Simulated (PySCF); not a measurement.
Delta-SCF ions had no search for a lower state. Excitations are Tamm–Dancoff values on a coarser integration grid. The basis has no diffuse functions, so Rydberg states are missing or too high.

H₈Ga₂N₂, SMILES `[NH2+]1[GaH2-][NH2+][GaH2-]1` (charge 0, multiplicity 1)

All values below come from PySCF with CAM-B3LYP-D3(BJ)/def2-TZVP // CAM-B3LYP-D3(BJ)/def2-SVP.

- HOMO = -9.23 eV
- dipole moment = 0.01 D
- HOMO–LUMO gap = 9.88 eV
- LUMO = 0.65 eV
- S1 excitation (TDA) = 6.66 eV
- S1 oscillator strength = 0.000
- brightest of the four lowest singlets (TDA) = 7.45 eV
- T1 excitation (TDA) = 6.38 eV
- S1–T1 gap (TDA) = 0.28 eV
- vertical ionisation energy (Delta-SCF) = 9.99 eV
- total energy = -3964.3497 Ha
- cost = around 10 core-minutes (rough)

Bond lengths (Å): N1–Ga2 2.018, N1–Ga4 2.018, N1–H5 1.020, N1–H6 1.020, Ga2–N3 2.018, Ga2–H7 1.566, Ga2–H8 1.566, N3–Ga4 2.018, N3–H9 1.020, N3–H10 1.020, Ga4–H11 1.566, Ga4–H12 1.566. Bond angles (°): Ga2–N1–Ga4 93.7, Ga2–N1–H5 114.1, Ga2–N1–H6 114.1, Ga4–N1–H5 114.1, Ga4–N1–H6 114.1, H5–N1–H6 106.6, N1–Ga2–N3 86.3, N1–Ga2–H7 109.7, N1–Ga2–H8 109.6, N3–Ga2–H7 109.6, N3–Ga2–H8 109.6, H7–Ga2–H8 125.2, Ga2–N3–Ga4 93.7, Ga2–N3–H9 114.1, Ga2–N3–H10 114.1, Ga4–N3–H9 114.2, Ga4–N3–H10 114.1, H9–N3–H10 106.6, N1–Ga4–N3 86.3, N1–Ga4–H11 109.7, N1–Ga4–H12 109.6, N3–Ga4–H11 109.6, N3–Ga4–H12 109.6, H11–Ga4–H12 125.2.
Charge 0, spin multiplicity 1.
